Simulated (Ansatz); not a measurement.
CH$_{4}$ClNOSSi (`N[Si]1(Cl)OCS1`) at its PBE0-D4/def2-TZVP geometry, where that method's forces vanish. Charge 0, multiplicity 1.

```json
{"atom": "N1", "x (Å)": "0.7819", "y (Å)": "1.2720", "z (Å)": "-1.2776"}
{"atom": "Si2", "x (Å)": "-0.1336", "y (Å)": "0.0290", "z (Å)": "-0.6213"}
{"atom": "Cl3", "x (Å)": "-0.8290", "y (Å)": "-1.0055", "z (Å)": "-2.2425"}
{"atom": "O4", "x (Å)": "0.5943", "y (Å)": "-0.9668", "z (Å)": "0.4838"}
{"atom": "C5", "x (Å)": "-0.3405", "y (Å)": "-0.8422", "z (Å)": "1.5451"}
{"atom": "S6", "x (Å)": "-1.5186", "y (Å)": "0.4376", "z (Å)": "0.9227"}
{"atom": "H7", "x (Å)": "1.2115", "y (Å)": "1.9895", "z (Å)": "-0.7197"}
{"atom": "H8", "x (Å)": "0.9419", "y (Å)": "1.3671", "z (Å)": "-2.2649"}
{"atom": "H9", "x (Å)": "-0.8603", "y (Å)": "-1.7851", "z (Å)": "1.7204"}
{"atom": "H10", "x (Å)": "0.1524", "y (Å)": "-0.4955", "z (Å)": "2.4540"}
```

(1) For each bond, give half the difference of the two atoms' forces along it (eV/Å; positive pushes the atoms apart) under PBE-D4, r2SCAN-D4, B3LYP-D4, ωB97M-V in def2-TZVPP. (Best estimate.)

## Answers

(1) Computed: 
| bond | length (Å) | PBE-D4 | r2SCAN-D4 | B3LYP-D4 | ωB97M-V |
| --- | --- | --- | --- | --- | --- |
| N1–Si2 | 1.677 | 0.02 | 0.00 | -0.02 | 0.03 |
| N1–H7 | 1.005 | 0.16 | 0.01 | -0.03 | -0.03 |
| N1–H8 | 1.005 | 0.16 | 0.01 | -0.02 | -0.02 |
| Si2–Cl3 | 2.045 | 0.10 | 0.04 | 0.10 | 0.01 |
| Si2–O4 | 1.656 | 0.40 | 0.06 | 0.05 | -0.01 |
| Si2–S6 | 2.114 | 0.19 | 0.09 | 0.19 | 0.02 |
| O4–C5 | 1.420 | 0.34 | 0.29 | 0.32 | 0.30 |
| C5–S6 | 1.847 | 0.22 | 0.20 | 0.33 | 0.07 |
| C5–H9 | 1.091 | 0.07 | -0.09 | -0.19 | -0.16 |
| C5–H10 | 1.091 | 0.08 | -0.08 | -0.20 | -0.16 |

B3LYP here is the variant with VWN-RPA as its local correlation; programs differ in this.
